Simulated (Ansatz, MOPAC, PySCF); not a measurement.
Dimer: HBr (SMILES Br) (first 2 atoms) with H4OSi (SMILES O[SiH3]); geometry from B3LYP-D3(BJ)/def2-TZVP, rigid monomers moved along the line of their centres of mass till Br1···H5 is 4.87 Å.
(charge 0, multiplicity 1):
| atom | x (Å) | y (Å) | z (Å) |
|---|---|---|---|
| Br | -0.4673 | -1.3769 | -0.0963 |
| H | 0.4134 | -0.3081 | 0.2541 |
| O | -0.7557 | 0.7562 | 5.2074 |
| Si | 0.8441 | 1.0926 | 5.4083 |
| H | -1.0028 | 0.1682 | 4.4862 |
| H | 1.6278 | -0.1002 | 5.8099 |
| H | 0.9259 | 2.1315 | 6.4524 |
| H | 1.4463 | 1.6123 | 4.1479 |

Interaction energies are E(AB) − E(A) − E(B) at the monomers' geometry in the complex; basis-set methods are counterpoise corrected. Rows marked so take none.

Frozen-core correlation. Filled d and f shells under p-block atoms count as core. CBS: X⁻³ extrapolation of the correlation energy, Hartree–Fock from the larger set. Rows in 3-21G, 6-31G*, LANL2DZ, STO-3G carry no dispersion term and start afresh at each structure (6-31G* with six Cartesian d functions); the Pople sets are all-electron and without relativity. LANL2DZ brings its own core potentials from Na on. The state reached by AM1, PM7 isn't checked; PM7 holds dispersion and hydrogen-bond terms.

The values were computed with Ansatz (a quantum-chemistry and plane-wave program) with Gaussian orbitals; MOPAC for AM1, PM7 (differences of heats of formation); PySCF for 3-21G rows, 6-31G* rows, LANL2DZ rows, STO-3G rows, the dispersion terms. Each number belongs to the level named beside it.

Other levels give for the interaction energy: PBE/def2-TZVPPD -8.7; B3LYP/def2-TZVPPD -4.2; B3LYP-D3(BJ)/def2-TZVPPD -12.7; wB97M-V/def2-TZVPPD -12.1; CCSD(T)/CBS(def2-SVPD, def2-TZVPPD) -11.5 meV.

**Question.** What do these common cheap choices give for the same quantity: AM1, PM7, HF/STO-3G (no counterpoise), HF/6-31G* (no counterpoise), BP86/6-31G* (no counterpoise), B3LYP/3-21G (no counterpoise), B3LYP/6-31G*, B3LYP/LANL2DZ (no counterpoise)?

**Answer.** AM1 0.9; PM7 0.3; HF/STO-3G (no counterpoise) 2.9; HF/6-31G* (no counterpoise) -5.0; BP86/6-31G* (no counterpoise) -3.8; B3LYP/3-21G (no counterpoise) -1.2; B3LYP/6-31G* -3.9; B3LYP/LANL2DZ (no counterpoise) 0.9 meV. They span -5.0 to 2.9 meV.
